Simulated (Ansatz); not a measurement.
Program: Ansatz. Geometries: PBE0-D4/def2-TZVP. ΔE: electronic, gas phase. CCSD(T)/CBS adds triple-zeta CCSD(T) − MP2 to the extrapolated MP2 energy (def2 sets, frozen cores). This one scheme is used for every species. Functionals use def2-TZVPP. B3LYP here is the variant with VWN-RPA as its local correlation; programs differ in this. HSE06 is defined as in plane-wave codes. No spin–orbit coupling; open shells (•) take unrestricted orbitals. Elements past krypton have def2 core potentials. For In outer-core shells are correlated without core-valence functions, which leaves a few kJ/mol of doubt a bond.

`[OH][InH2]` + `[CH3]`• → `[OH][InH]`• + CH₄  (hydrogen abstraction from the In–H bond)

`[OH][InH2]`:

Cartesian coordinates in Å:
```
O 0.257 -1.167 0.725
In -0.212 0.581 -0.105
H 0.709 -1.765 0.126
H 0.256 0.747 -1.747
H -1.010 1.604 1.001
```

`[CH3]`•:

Cartesian coordinates in Å:
```
C 0.000 0.000 0.000
H 0.593 -0.837 -0.339
H -0.946 0.218 -0.473
H 0.353 0.619 0.812
```

`[OH][InH]`•:

Z-matrix (Å, degrees):
```
O
In 1 2.003
H 1 0.960 2 115.0
H 2 1.767 1 113.8 3 180.0
```

CH₄:

```xyz
5

C     0.000    0.000    0.000
H    -1.002    0.290    0.314
H     0.733    0.434    0.679
H     0.183    0.362   -1.011
H     0.086   -1.086    0.018
```

```json
{"level": "LDA (SPW92)", "ΔE (kJ/mol)": "-190.8", "difference from CCSD(T)/CBS": "-31.1"}
{"level": "r2SCAN-D4", "ΔE (kJ/mol)": "-161.1", "difference from CCSD(T)/CBS": "-1.4"}
{"level": "B97M-V", "ΔE (kJ/mol)": "-158.9", "difference from CCSD(T)/CBS": "0.8"}
{"level": "B3LYP-D4", "ΔE (kJ/mol)": "-171.1", "difference from CCSD(T)/CBS": "-11.4"}
{"level": "r2SCANh-D4", "ΔE (kJ/mol)": "-159.3", "difference from CCSD(T)/CBS": "0.4"}
{"level": "ωB97X-V", "ΔE (kJ/mol)": "-158.5", "difference from CCSD(T)/CBS": "1.2"}
{"level": "r2SCAN", "ΔE (kJ/mol)": "-161.1", "difference from CCSD(T)/CBS": "-1.4"}
{"level": "PBE0", "ΔE (kJ/mol)": "-167.8", "difference from CCSD(T)/CBS": "-8.1"}
{"level": "HSE06", "ΔE (kJ/mol)": "-168.6", "difference from CCSD(T)/CBS": "-8.9"}
{"level": "BHLYP", "ΔE (kJ/mol)": "-159.0", "difference from CCSD(T)/CBS": "0.7"}
{"level": "RPA@PBE/def2-TZVPP", "ΔE (kJ/mol)": "-159.8", "difference from CCSD(T)/CBS": "-0.1"}
{"level": "MP2/def2-SVP", "ΔE (kJ/mol)": "-169.6", "difference from CCSD(T)/CBS": "-9.9"}
{"level": "HF/def2-QZVPP", "ΔE (kJ/mol)": "-130.6", "difference from CCSD(T)/CBS": "29.1"}
{"level": "MP2/def2-QZVPP", "ΔE (kJ/mol)": "-166.5", "difference from CCSD(T)/CBS": "-6.8"}
{"level": "MP2/CBS(def2)", "ΔE (kJ/mol)": "-167.1", "difference from CCSD(T)/CBS": "-7.4"}
{"level": "CCSD/CBS(def2)", "ΔE (kJ/mol)": "-156.1", "difference from CCSD(T)/CBS": "3.6"}
{"level": "CCSD(T)/CBS", "ΔE (kJ/mol)": "-159.7", "difference from CCSD(T)/CBS": "0"}
```

Q: What do rigid-rotor, harmonic-oscillator terms from PBE0-D4/def2-TZVP frequencies (298.15 K, 1 bar) make of the CCSD(T)/CBS value? (Best estimate.)

A: The calculation gave: ΔZPE = +19.1 kJ/mol, ΔH = -141.9 kJ/mol, ΔS = -9 J/(mol·K), ΔG = -139.3 kJ/mol. Open shells count their whole term as degenerate.

Largest T1 diagnostic among the species: 0.021.

From PBE to PBE0 (25 % exact exchange), in def2-TZVPP and without D4, ΔE moves by +10.2 kJ/mol. In def2-TZVPP, CCSD(T) changes the Hartree–Fock value by −27.5 kJ/mol (the triples alone add −3.6 kJ/mol) and MP2 by −35.0 kJ/mol.
